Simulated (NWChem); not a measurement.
System: C2H6GaN; SMILES C=[CH][GaH][NH2]

NWChem input:

```
start job
memory heap 200 mb stack 900 mb global 1100 mb
geometry units angstroms
  Ga    -0.434902    -0.480370    -0.007900
  H     -1.721629    -1.378561    -0.108860
  C     -0.371301     1.479332     0.074074
  C      0.768637     2.192569    -0.040775
  H     -1.313147     2.044067     0.206951
  H      0.785467     3.297573    -0.001795
  H      1.752815     1.710977    -0.184865
  N      1.165844    -1.361928     0.026103
  H      1.253336    -2.377776    -0.028081
  H      2.079327    -0.915405     0.122749
end
basis spherical
  Ga library 6-31g*
  H library 6-31g*
  C library 6-31g*
  N library 6-31g*
end
dft
  xc hfexch
  iterations 150
end
driver
  maxiter 120
end
task dft optimize
task dft freq
```

Parts of the log:

```
             Northwest Computational Chemistry Package (NWChem) 7.3.0
             --------------------------------------------------------

 C1  symmetry detected

                             Geometry "geometry" -> ""
                             -------------------------

 Output coordinates in angstroms (scale by  1.889725989 to convert to a.u.)

  No.       Tag          Charge          X              Y              Z
 ---- ---------------- ---------- -------------- -------------- --------------
    1 Ga                  31.0000    -0.40334218    -0.50537713    -0.01151619
    2 H                    1.0000    -1.63317804    -1.47959304    -0.11646135
    3 C                    6.0000    -0.45826022     1.45470842     0.06751155
    4 C                    6.0000     0.63713115     2.23516501    -0.04366945
    5 H                    1.0000    -1.43298122     1.96186018     0.19546415
    6 H                    1.0000     0.58719874     3.33922869    -0.00643142
    7 H                    1.0000     1.64914715     1.81353990    -0.18279172
    8 N                    7.0000     1.24743743    -1.28885070     0.03072516
    9 H                    1.0000     1.39619677    -2.29765664    -0.02142033
   10 H                    1.0000     2.13193666    -0.78797367     0.13051367

 Effective nuclear repulsion energy (a.u.)     244.5414676024

                                Z-matrix (autoz)
                                --------

 Units are Angstrom for bonds and degrees for angles

[...]

      ----------------------
      Optimization converged
      ----------------------

  Step       Energy      Delta E   Gmax     Grms     Xrms     Xmax
  ---- ---------------- -------- -------- -------- -------- --------
@   19   -2056.61834743 -1.5D-07  0.00002  0.00001  0.00061  0.00154
                                     ok       ok       ok       ok

                                Z-matrix (autoz)
                                --------

 Units are Angstrom for bonds and degrees for angles

[...]

 Rotational Constants
 --------------------
 A=   0.318575 cm-1  (  0.458348 K)
 B=   0.109186 cm-1  (  0.157090 K)
 C=   0.081317 cm-1  (  0.116994 K)

 Temperature                      =   298.15K
 frequency scaling parameter      =   1.0000

 Zero-Point correction to Energy  =   49.315 kcal/mol  (  0.078588 au)
 Thermal correction to Energy     =   53.424 kcal/mol  (  0.085137 au)
 Thermal correction to Enthalpy   =   54.016 kcal/mol  (  0.086081 au)

 Total Entropy                    =   80.526 cal/mol-K
   - Translational                =   40.064 cal/mol-K (mol. weight = 112.9757)
   - Rotational                   =   25.836 cal/mol-K (symmetry #  =        1)
   - Vibrational                  =   14.626 cal/mol-K

 Cv (constant volume heat capacity) =   21.615 cal/mol-K
   - Translational                  =    2.979 cal/mol-K
   - Rotational                     =    2.979 cal/mol-K
   - Vibrational                    =   15.657 cal/mol-K

[normal modes left out]

 ----------------------------------------------------------------------------
 Normal Eigenvalue ||           Projected Infra Red Intensities
  Mode   [cm**-1]  || [atomic units] [(debye/angs)**2] [(KM/mol)] [arbitrary]
 ------ ---------- || -------------- ----------------- ---------- -----------
    1       -0.000 ||    0.000161           0.004         0.157       0.037
    2       -0.000 ||    0.000165           0.004         0.160       0.038
    3        0.000 ||    0.000262           0.006         0.255       0.060
    4        0.000 ||    0.000125           0.003         0.122       0.029
    5        0.000 ||    0.000037           0.001         0.037       0.009
    6        0.000 ||    0.000001           0.000         0.001       0.000
    7       48.010 ||    0.001009           0.023         0.984       0.233
    8      136.919 ||    0.001524           0.035         1.485       0.351
    9      271.907 ||    0.306535           7.072       298.825      70.710
   10      308.355 ||    0.016003           0.369        15.600       3.691
   11      345.277 ||    0.000941           0.022         0.917       0.217
   12      474.202 ||    0.001739           0.040         1.695       0.401
   13      577.002 ||    0.008972           0.207         8.746       2.070
   14      587.637 ||    0.085151           1.964        83.009      19.642
   15      645.283 ||    0.094948           2.191        92.560      21.902
   16      720.756 ||    0.069258           1.598        67.516      15.976
   17      818.608 ||    0.160817           3.710       156.773      37.097
   18     1102.763 ||    0.010163           0.234         9.907       2.344
   19     1119.027 ||    0.040817           0.942        39.791       9.416
   20     1158.273 ||    0.018685           0.431        18.215       4.310
   21     1405.671 ||    0.002166           0.050         2.112       0.500
   22     1568.448 ||    0.015479           0.357        15.089       3.571
   23     1742.939 ||    0.049409           1.140        48.166      11.397
   24     1801.030 ||    0.019875           0.459        19.375       4.585
   25     2007.974 ||    0.270122           6.232       263.328      62.310
   26     3288.409 ||    0.027712           0.639        27.015       6.392
   27     3306.833 ||    0.028910           0.667        28.182       6.669
   28     3370.354 ||    0.032867           0.758        32.040       7.582
   29     3802.905 ||    0.014628           0.337        14.260       3.374
   30     3904.166 ||    0.022052           0.509        21.498       5.087
 ----------------------------------------------------------------------------
```

Level: Hartree-Fock/6-31G* (spherical d).
